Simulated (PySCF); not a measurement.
## Spin-rotation constants: `CO[C@H]1C[C@@H](O)C1`, C₅H₁₀O₂

Cartesian coordinates in Å; atom numbers follow the order of the lines, from 1:
```xyz
17

C    -1.1470    1.9859    0.6745
O    -1.3080    0.8991   -0.2049
C    -0.2682   -0.0384   -0.2823
C     1.1138    0.3848   -0.8300
C     1.7688   -0.5099    0.2428
O     2.8747   -0.0137    0.9332
C     0.4187   -0.5867    0.9869
H    -1.2170    1.6748    1.7230
H    -0.2014    2.5147    0.5158
H    -1.9689    2.6654    0.4552
H    -0.6941   -0.8464   -0.8819
H     1.3184    0.1476   -1.8700
H     1.3278    1.4390   -0.6609
H     2.0842   -1.4759   -0.1537
H     2.6513    0.8485    1.3037
H     0.0940   -1.5643    1.3328
H     0.3884    0.1129    1.8202
```

The calculation used GIAO PBE0/pcSseg-1 magnetisability, rotational g tensor and spin-rotation constants, non-relativistic, gas phase (PySCF 2.14.0). Geometry: GFN2-xTB, dihedral held. The dihedral C7–C3–O2–C1 is held at 45°.

Q: Give the nuclear spin-rotation constants along the inertial axes (H = +C I·J) beside the isotropic shieldings.

A: Rotational constants 5.2800, 1.6604, 1.5920 GHz. A star marks the isotopologue with that one atom substituted, in its own axes.
```tsv
atom	isotope	Caa (kHz)	Cbb (kHz)	Ccc (kHz)	mean (kHz)	σ (ppm)
H8	1H	-0.487	-0.128	0.012	-0.201	28.4
H9	1H	-0.237	-0.149	-0.049	-0.145	28.6
H10	1H	0.248	-0.187	-0.145	-0.028	28.1
H11	1H	-0.562	0.086	-0.143	-0.206	27.6
H12	1H	-0.574	-0.015	-0.091	-0.227	29.2
H13	1H	-0.599	-0.034	-0.085	-0.239	29.6
H14	1H	-0.212	-0.026	-0.155	-0.131	28.0
H15	1H	-0.552	-0.037	-0.208	-0.266	31.6
H16	1H	-0.578	-0.142	0.030	-0.230	29.2
H17	1H	-0.596	0.068	-0.185	-0.238	29.7
C1	13C*	1.166	0.225	0.326	0.572	137.2
O2	17O*	-0.263	-0.169	-0.095	-0.176	310.5
C3	13C*	1.061	0.354	0.361	0.592	120.8
C4	13C*	0.741	0.334	0.287	0.454	147.9
C5	13C*	1.300	0.266	0.339	0.635	125.4
O6	17O*	-0.600	-0.188	-0.203	-0.330	251.5
```
For the geometry as given, no vibrational averaging.
